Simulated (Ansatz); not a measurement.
Consider the formal exchange of groups at the Si–F bond: `CC[SiH](N)F` + `C=C` → `C=C[SiH](N)CC` + H–F.

Isolated molecules relaxed with PBE0-D4/def2-TZVP in Ansatz; ΔE leaves out vibrations. CCSD(T)/CBS adds triple-zeta CCSD(T) − MP2 to the extrapolated MP2 energy (def2 sets, frozen cores). This one scheme is used for every species. DFT in def2-TZVPP. HSE06 is defined as in plane-wave codes. One conformer a species, not always the lowest.

`CC[SiH](N)F`:

Cartesian coordinates in Å:
```
C 1.331 -0.672 1.249
C 0.346 0.353 0.692
Si -0.440 -0.154 -0.915
N -1.613 0.987 -1.381
F -1.039 -1.633 -0.691
H 0.842 -1.632 1.432
H 1.769 -0.336 2.192
H 2.154 -0.854 0.553
H 0.839 1.318 0.532
H -0.455 0.541 1.418
H 0.517 -0.294 -2.039
H -2.271 1.369 -0.722
H -1.977 1.008 -2.319
```

`C=C`:

Cartesian coordinates in Å:
```
C 0.144 -0.643 -0.062
C -0.144 0.643 0.062
H 1.127 -1.032 0.177
H -0.593 -1.360 -0.408
H -1.127 1.032 -0.177
H 0.593 1.360 0.408
```

`C=C[SiH](N)CC`:

Z-matrix (Å, degrees):
```
Si
C 1 1.869
C 1 1.874 2 109.6
N 1 1.720 2 113.9 3 -122.2
H 1 1.492 2 107.6 3 119.5
C 2 1.330 1 123.2 3 119.8
H 2 1.091 1 119.3 3 -60.1
C 3 1.526 1 114.1 2 53.6
H 3 1.095 1 107.5 2 176.6
H 3 1.097 1 108.1 2 -69.2
H 4 1.006 1 120.8 2 -75.8
H 4 1.007 1 121.0 2 72.4
H 6 1.087 2 122.7 1 -179.7
H 6 1.087 2 121.2 1 0.5
H 8 1.093 3 111.7 1 177.8
H 8 1.094 3 111.5 1 57.8
H 8 1.093 3 111.5 1 -62.2
```

H–F:

Z-matrix (Å, degrees):
```
F
H 1 0.920
```

CCSD(T)/CBS gives +154.2 kJ/mol.

Another level gave +160.3 kJ/mol. Which?
A. BHLYP-D4/def2-TZVPP
B. PBE-D4/def2-TZVPP
C. HSE06/def2-TZVPP
D. ωB97X-V/def2-TZVPP

D. ωB97X-V 160.3, BHLYP-D4 165.2, PBE-D4 146.2, HSE06 155.2 kJ/mol.

Largest T1 diagnostic among the species: 0.011.

From BLYP to BHLYP (50 % exact exchange), in def2-TZVPP and without D4, ΔE moves by +3.7 kJ/mol. Leaving LDA and LC-ωPBE aside and taking each functional with its dispersion term where it has one, the values, not all of them listed here, spread over 26.4 kJ/mol, from revPBE-D4 to CAM-B3LYP-D4. LDA lies −5.5 kJ/mol from PBE without D4.

CCSD(T)/CBS has its own doubt, a few kJ/mol and more with outer-core shells, so smaller differences from it don't rank the levels.
